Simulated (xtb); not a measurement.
H4MgN2, SMILES [NH2][Mg][NH2]. All values are semi-empirical tight-binding results from xtb (GFN2-xTB unless named), good for trends rather than for accurate numbers. Geometry optimised at GFN2-xTB. Other conformers were not sampled.

For metal compounds this method's bond lengths and energies can be far off.

The point group as xtb finds it is C2 and the orbital gap is 2.02 eV. The zero-point energy is 28.3 kcal/mol and the G − E(el) at 298.15 K (modified RRHO) is 10.6 kcal/mol.
